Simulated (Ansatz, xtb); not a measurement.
# Two isomers of C5H8N2Si

Structure a: `[SiH3]Cc1ncccn1`, a singlet. Structure b: `C=Cc1nccn1[SiH3]`, a singlet. Both are isolated molecules in the gas phase, relaxed with B3LYP-D3(BJ)/def2-SVP; the shapes shown needn't be the lowest conformers.

a (Å):

```yaml
atoms:
  - { symbol: C, position_ang: [2.7529, -0.1126, 1.1449] }
  - { symbol: C, position_ang: [1.2583, -0.1745, 1.0769] }
  - { symbol: C, position_ang: [-0.7599, 0.3543, 2.0025] }
  - { symbol: C, position_ang: [-1.4265, -0.3433, 0.9937] }
  - { symbol: C, position_ang: [-0.6168, -0.9512, 0.0329] }
  - { symbol: N, position_ang: [0.5689, 0.4408, 2.0510] }
  - { symbol: N, position_ang: [0.7130, -0.8732, 0.0685] }
  - { symbol: Si, position_ang: [3.4772, -1.5450, 2.1688] }
  - { symbol: H, position_ang: [3.0961, -2.8509, 1.5596] }
  - { symbol: H, position_ang: [4.9651, -1.4313, 2.1936] }
  - { symbol: H, position_ang: [2.9585, -1.4879, 3.5649] }
  - { symbol: H, position_ang: [3.1746, -0.1772, 0.1309] }
  - { symbol: H, position_ang: [3.0656, 0.8297, 1.6188] }
  - { symbol: H, position_ang: [-1.3169, 0.8620, 2.7993] }
  - { symbol: H, position_ang: [-2.5150, -0.4097, 0.9586] }
  - { symbol: H, position_ang: [-1.0556, -1.5207, -0.7954] }
```

b (Å):

```xyz
16

C    -0.2107   -1.3906   -1.7423
C    -0.4089   -0.9811   -0.4809
C     0.6683   -0.6671    0.4501
C     2.6002   -0.3582    1.3425
C     1.6832   -0.0463    2.3205
N     1.9616   -0.7393    0.1948
N     0.4287   -0.2427    1.7538
Si   -1.1336    0.0132    2.5742
H     0.8045   -1.5073   -2.1295
H    -1.0503   -1.6144   -2.4035
H    -1.4325   -0.8688   -0.1066
H     3.6869   -0.3257    1.4128
H     1.8043    0.2906    3.3470
H    -1.9211    1.0472    1.8534
H    -0.7938    0.4673    3.9459
H    -1.9009   -1.2592    2.6122
```

Quicker runs give these differences E(b) − E(a): GFN2-xTB −11.83 kcal/mol; HF/STO-3G +6.58 kcal/mol (at GFN2-xTB geometries); r2SCAN-D4/def2-SVP +3.08 kcal/mol (at GFN2-xTB geometries).

**Question.** Estimate E(b) − E(a) at the level CCSD(T)/def2-SVP + ΔMP2/def2-TZVPP.

**Answer.** Too close to call at this level: CCSD(T)/def2-SVP + ΔMP2/def2-TZVPP gives E(b) − E(a) = +0.12 kcal/mol.

Level by level:

| level | geometry | E(b) − E(a) (kcal/mol) | departure from the last row (kcal/mol) | job, with rough time for the two |
| --- | --- | --- | --- | --- |
| GFN2-xTB | GFN2-xTB | −11.83 | −11.95 | optimisation, 0.2 s |
| HF/STO-3G | GFN2-xTB | +6.58 | +6.46 | single point, 0.48 s |
| r2SCAN-D4/def2-SVP | GFN2-xTB | +3.08 | +2.96 | single point, 4.9 s |
| B3LYP-D3(BJ)/def2-SVP | B3LYP-D3(BJ)/def2-SVP | +3.09 | +2.97 | optimisation, 43 s |
| HF/def2-SVP | B3LYP-D3(BJ)/def2-SVP | +6.03 | +5.91 | part of the CCSD(T) run |
| MP2/def2-SVP | B3LYP-D3(BJ)/def2-SVP | +0.98 | +0.86 | part of the CCSD(T) run |
| CCSD(T)/def2-SVP | B3LYP-D3(BJ)/def2-SVP | +1.62 | +1.51 | single point |
| CCSD(T)/def2-SVP + ΔMP2/def2-TZVPP | B3LYP-D3(BJ)/def2-SVP | +0.12 |  | single point, 2.1 min |

As drawn, b has 1 C=C, 1 N–Si in place of 1 C–Si, 1 C∷C (∷ is an aromatic bond). Structure a has a 6-membered ring (with an aromatic ring), b a 5-membered ring (with an aromatic ring).

The largest departure from CCSD(T)/def2-SVP + ΔMP2/def2-TZVPP is that of GFN2-xTB, 11.95 kcal/mol. The last row adds to CCSD(T) the change of the MP2 difference between the two basis sets, here −1.51 kcal/mol.

With thermal terms from frequencies at re-optimised GFN2-xTB minima (ideal gas, soft modes damped towards free rotors, one conformer each, 298.15 K, 1 atm): on the last row, ΔE + ΔZPE = +0.16, ΔH = +0.28, ΔG = +0.18 kcal/mol.

The correlated steps freeze 12 core orbitals. Run with Ansatz 0.2.0, xtb 6.7.1; the last row on 4 threads of Arm Neoverse V1 on a shared host.
